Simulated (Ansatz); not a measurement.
**Question.** Name a neutral molecule of B, C, N and H with LUMO energy (PBE/def2-TZVPP) between -0.15 and 0.15 eV and size of the dipole moment (ωB97M-V/def2-TZVPP) between 0.95 and 1.25 D (Ansatz, PBE0-D4/def2-TZVP geometry).

**Answer.** `CCB(N)N` (0.06 eV, 1.15 D); `CB(N)N` (0.10 eV, 1.09 D). Other molecules can fit too; these were computed, each in one conformer that needn't be the lowest.
